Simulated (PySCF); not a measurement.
A geometry optimisation on `C#CPC1CCCCC1`.

Method: PBE0-D3(BJ)/def2-SVP geometry optimisation, gas phase (PySCF 2.14.0). Start geometry: GFN2-xTB. A driver script takes a list of jobs; this job's settings line and coordinates (Å) are shown.

Command:
```bash
OMP_NUM_THREADS=1 python probes_run.py task.json out
```

Input:
```
{"job": {"xc": "PBE0", "basis": "def2-SVP", "d3": "d3bj", "grid": 1, "shake": 0.01, "kind": "geom"}, "charge": 0, "multiplicity": 1}
C      3.489670    -1.051330     0.412150
C      2.876840    -0.165070    -0.189330
P      2.089750     1.028530    -1.244560
C      0.363380     0.760890    -0.711030
C      0.123020     0.854300     0.791210
C     -1.344390     0.636320     1.156940
C     -1.799850    -0.729320     0.649060
C     -1.600840    -0.815290    -0.866620
C     -0.153590    -0.590360    -1.206600
H      3.959720    -1.763840     0.984300
H      2.331970     2.099420    -0.345270
H     -0.244450     1.551650    -1.195410
H      0.715440     0.119410     1.290310
H      0.424970     1.848550     1.165290
H     -1.957350     1.407120     0.710890
H     -1.466630     0.702730     2.250200
H     -1.230880    -1.505410     1.134790
H     -2.871010    -0.870240     0.905170
H     -2.234280    -0.070500    -1.349910
H     -1.964830    -1.793170    -1.215410
H     -0.040380    -0.644320    -2.320690
H      0.468620    -1.406490    -0.791990
```

Output:
```
step   0  E = -653.14236754  max force = 0.054820
step   1  E = -653.14796385  max force = 0.013189
step   2  E = -653.14937973  max force = 0.007002
step   3  E = -653.15013518  max force = 0.006100
step   4  E = -653.15044990  max force = 0.001680
step   5  E = -653.15051910  max force = 0.000732
step   6  E = -653.15053636  max force = 0.000157
step   7  E = -653.15053663  max force = 0.000089
optimisation converged
```

Energies in Eh; «max force» is the largest Cartesian gradient component in Eh/bohr.

**Question.** How much energy does the optimisation release, in kJ/mol?

**Answer.** E(step 0) − E(last step) = 0.008169 Eh, which is 21.4 kJ/mol.

**Question.** Give the first gradient maximum in eV/Å.

**Answer.** With 1 Eh/bohr = 51.422 eV/Å, 2.819 eV/Å.

Summary of the converged run: final energy -653.15054 Eh after 7 steps; dipole 1.48 D.

**Question.** Where do the atoms end?

**Answer.** 0.064 Å rms from the input after alignment:
```
atom  x, y, z in Å
C1     3.5460   -1.0705    0.4838
C2     2.9588   -0.2030   -0.1353
P3     2.1476    0.9667   -1.1954
C4     0.3650    0.7243   -0.6843
C5     0.0914    0.8750    0.8100
C6    -1.3853    0.6646    1.1352
C7    -1.8864   -0.6774    0.6140
C8    -1.6248   -0.8203   -0.8811
C9    -0.1496   -0.6164   -1.2134
H10    4.0683   -1.8292    1.0380
H11    2.4166    2.1234   -0.3997
H12   -0.1606    1.5337   -1.2276
H13    0.7004    0.1322    1.3551
H14    0.4244    1.8666    1.1576
H15   -1.9788    1.4766    0.6767
H16   -1.5449    0.7412    2.2230
H17   -1.3675   -1.4916    1.1517
H18   -2.9605   -0.7975    0.8297
H19   -2.2271   -0.0730   -1.4291
H20   -1.9565   -1.8084   -1.2390
H21    0.0152   -0.6851   -2.3012
H22    0.4438   -1.4280   -0.7548
```

**Question.** How long does this job take on one thread of an Arm Neoverse V2, shared host with 96 logical CPUs at a one-minute load of 62? And the peak memory of the process?

**Answer.** About 2.9 min, with 0.86 GiB resident at the peak, the Python interpreter and its libraries included.
Labels such as C1 count atoms from 1, the log's own numbers from 0.
